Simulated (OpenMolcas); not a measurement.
## Te: thermal populations, the spin-orbit constant, Slater's ratio, worked from levels

* Program: OpenMolcas 26.06
* Basis: ANO-R2 [7s6p4d2f1g]
* Scalar Hamiltonian: X2C, finite nucleus
* Active space: 4 electrons in 3 orbitals (5p)
* State averaging: 2S+1 = 3 even, 3 roots; 2S+1 = 1 even, 6 roots
* Spin-orbit coupling: RASSI with atomic mean-field integrals over the reference wave functions, term energies averaged over their components

Methods: CASSCF; SS-CASPT2, IPEA 0.25 Eh, imaginary shift 0.1 Eh (closed shells correlated: 4d 5s). Measured levels: NIST Handbook of Basic Atomic Spectroscopic Data.

**Thermal populations.** Z = Σ (2J + 1) exp(-E/kT) with k = 0.695035 cm-1/K, over the levels below. No other level of either list lies under 44200 cm-1, which is above 7 kT at each temperature.

```json
{"Level": "5s2 5p4 3P2", "2J + 1": "5", "SS-CASPT2": "0.0", "measured": "0.0"}
{"Level": "5s2 5p4 3P1", "2J + 1": "3", "SS-CASPT2": "4310", "measured": "4751"}
{"Level": "5s2 5p4 3P0", "2J + 1": "1", "SS-CASPT2": "4610", "measured": "4706"}
{"Level": "5s2 5p4 1D2", "2J + 1": "5", "SS-CASPT2": "10850", "measured": "10558"}
{"Level": "5s2 5p4 1S0", "2J + 1": "1", "SS-CASPT2": "23630", "measured": "23198"}
```

```
T (K)  Z, SS-CASPT2  Z, measured levels  Ground level (%), SS-CASPT2  Ground level (%), measured levels
 3000         5.517               5.444                         90.6                               91.9
 5000         6.355               6.264                         78.7                               79.8
 8000         7.543               7.470                         66.3                               66.9
```

At 8000 K, kT = 5560 cm-1, and the computed levels give Z = 5.000 + 1.382 + 0.436 + 0.710 + 0.014 = 7.543.

**The spin-orbit constant.** For the Hund term 3P of p4, E(J) = (A/2) J(J+1) + constant and ζ = -2S·A = -2A. From J = 0 to J = 2 the energy changes by 3 A.

| Source | E(2) - E(0) | A | ζ |
| --- | --- | --- | --- |
| CASSCF | -4779.1 | -1593.0 | 3186 |
| SS-CASPT2 | -4608.2 | -1536.1 | 3072 |
| measured | -4706.5 | -1568.8 | 3138 |

All in cm-1. SS-CASPT2 is off by -2.1 % and CASSCF by +1.5 %. Both methods take the spin-orbit matrix elements from the reference wave functions, so the second can move ζ only through the term energies and any multistate remixing. Second-order mixing with other terms is absorbed into this ζ.

**Slater's ratio.** With one set of orbitals, p4 has 1D - 3P = 6 F2 and 1S - 1D = 9 F2 (F2 = F²/25), a ratio of 3/2. Term energies are centres of gravity, weighted by 2J + 1.

```csv
Source,1D - 3P,1S - 3P,F2 from the first,Ratio
CASSCF,10458,25214,1743,1.411
SS-CASPT2,8898,21684,1483,1.437
measured,8451,21092,1408,1.496
```

Energies in cm-1. A ratio away from 3/2 shows effects beyond one configuration with one set of orbitals, and in heavier atoms second-order spin-orbit shifts.

CASPT2 breaks the degeneracy within a term, and the mean is taken; among the terms shown or strongly mixed into the levels shown the widest spread is 150 cm-1 (5s2 5p4 1D, SS-CASPT2). With the s shell closed, the reference lacks s² → p² mixing. Computed and measured levels are paired by configuration, term and J; levels that our copy of the source lacks, or whose pairing is in doubt (as where it misses far off the trend of its configuration), stay unpaired and out of the deviations. Levels of configurations outside the active space are missing.
